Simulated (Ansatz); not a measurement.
Ansatz (a quantum-chemistry and plane-wave program) input (HF/6-31G* with LANL2DZ past Ar): The .json file joins the Basis Set Exchange's 6-31G* for atoms up to Ar and LANL2DZ past it.

Ansatz 0.2 input:
```yaml
crystal:
  periodic: [false, false, false]
  atoms:
    - {symbol: Sn, position_ang: [0.00295783, -0.00183116, 0.32811580]}
    - {symbol: F, position_ang: [0.64500753, 1.17956778, -0.91076675]}
    - {symbol: F, position_ang: [-0.66143995, -1.16939468, -0.91209878]}
basis:
  gaussian:
    orbitals: 6-31Gs+LANL2DZ.json
hamiltonian:
  xc: {name: HF}
phonons: {temperatures: {t_min: 298.15, t_max: 298.15, t_step: 100}}
```

Problem. Which harmonic wavenumbers does it give?

Solution. 249, 646, 671 cm⁻¹ (unscaled; negative means imaginary).
